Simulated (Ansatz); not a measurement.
`OCN[SiH2]S` and `OBNCO` differ in one atom or group.

Ansatz, PBE0-D4/def2-TZVP geometries, multiplicity 1. Each molecule was computed in one conformer, which needn't be the lowest.

| property | `OCN[SiH2]S` |
| --- | --- |
| HOMO energy (PBE0/def2-TZVPP) / eV | -7.34 |
| HOMO–LUMO gap (B3LYP/def2-TZVPP) / eV | 6.83 |
| LUMO energy (B3LYP/def2-TZVPP) / eV | -0.28 |
| LUMO energy (ωB97M-V/def2-TZVPP) / eV | 1.75 |
| HOMO–LUMO gap (ωB97M-V/def2-TZVPP) / eV | 11.35 |
| HOMO–LUMO gap (PBE0/def2-TZVPP) / eV | 7.33 |

What does the change do to each property? (Best estimate.)

Ansatz gave: 
| property | `OBNCO` | shift |
| --- | --- | --- |
| HOMO energy (PBE0/def2-TZVPP) / eV | -7.76 | -0.42 |
| HOMO–LUMO gap (B3LYP/def2-TZVPP) / eV | 7.81 | 0.98 |
| LUMO energy (B3LYP/def2-TZVPP) / eV | 0.29 | 0.57 |
| LUMO energy (ωB97M-V/def2-TZVPP) / eV | 1.98 | 0.23 |
| HOMO–LUMO gap (ωB97M-V/def2-TZVPP) / eV | 12.11 | 0.76 |
| HOMO–LUMO gap (PBE0/def2-TZVPP) / eV | 8.42 | 1.09 |

With PBE0 the HOMO falls by 0.42 eV and the LUMO rises by 0.67 eV, so the gap widens by about 1.09 eV. PBE moves the HOMO by -0.31 eV and ωB97M-V by -0.53 eV.

B3LYP here is the variant with VWN-RPA as its local correlation; programs differ in this.
